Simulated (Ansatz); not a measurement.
Computed with Ansatz on PBE0-D4/def2-TZVP structures; ΔE is electronic, products minus reactants. CCSD(T)/CBS adds triple-zeta CCSD(T) − MP2 to the extrapolated MP2 energy (def2 sets, frozen cores). This one scheme is used for every species, atoms too. No spin–orbit coupling; open shells (•) take unrestricted orbitals. Spin–orbit coupling would lower the free atoms: a little for B, Cl, Si.

Reaction (atomization): `B[Si](Cl)(Cl)Cl` → B• + 3 Cl• + 2 H• + Si•

`B[Si](Cl)(Cl)Cl`:

Cartesian coordinates in Å:
```
B -0.584 -1.060 0.409
Si 0.384 0.581 -0.190
Cl 0.813 1.889 1.317
Cl -0.937 1.469 -1.481
Cl 2.124 0.201 -1.187
H -1.312 -1.010 1.352
H -0.489 -2.069 -0.219
```

| species | HF/CBS(def2) energy (Eh) |
| --- | --- |
| `B[Si](Cl)(Cl)Cl` | -1693.52632 |
| B• | -24.53319 |
| Cl• | -459.49129 |
| H• | -0.50000 |
| Si• | -288.85982 |

(1) Work out ΔE.

Largest T1 diagnostic among the species: 0.014.

Results:

(1) ΔE = 3 × (-459.49129) + 2 × (-0.50000) + (-24.53319) + (-288.85982) − (-1693.52632) = 0.65944 Eh = +17.94 eV. CCSD(T)/CBS gives +23.26 eV.

From BLYP to BHLYP (50 % exact exchange), in def2-TZVPP and without D4, ΔE moves by +0.05 eV. In def2-TZVPP, CCSD(T) changes the Hartree–Fock value by +4.58 eV (the triples alone add +0.41 eV) and MP2 by +5.39 eV; breaking electron pairs costs correlation energy, which Hartree–Fock lacks.

For atomizations the MP2-based limit and the directly extrapolated one differ by several kJ/mol either way, and by 10 to 25 for some Ge, Se and Sn compounds, so smaller differences from it don't rank the levels.
